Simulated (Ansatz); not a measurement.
AlGa₂⁻, relaxed as a singlet with RKS B3LYP-D4/def2-TZVPD in Ansatz, starting from the GFN1-xTB geometry. Force threshold 0.02 eV/Å.

The structure comes from a short search, and lower isomers may exist.

Start:

Cartesian coordinates in Å:
```
Al -0.1366 1.3453 1.6548
Ga -0.4811 -1.6311 -1.1547
Ga 0.6177 0.2858 -0.5001
```

```tsv
step	energy (eV)	largest force component (eV/Å)	SCF passes
1	-111355.9345	0.571	20
2	-111356.1096	0.477	39
3	-111356.3890	0.626	41
4	-111356.6590	0.347	30
5	-111356.8598	0.335	29
6	-111356.8633	0.695	28
7	-111356.9157	0.119	24
8	-111356.9211	0.042	24
9	-111356.9213	0.005	26
```

Force components are those of the run's own axes.

End:

```
atom   x (Å)   y (Å)   z (Å)
 Al1  -0.414   0.644   1.251
 Ga2  -0.662  -1.211  -0.456
 Ga3   1.076   0.568  -0.795
```

Bonds formed: Al1–Ga2 (atoms count from 1). The end is the same structure that another start reached, the lowest one found.

No frequencies were taken in this run, so the end may be a saddle point.

Run time 18 s (4 threads of Arm Neoverse V1 on a shared host).
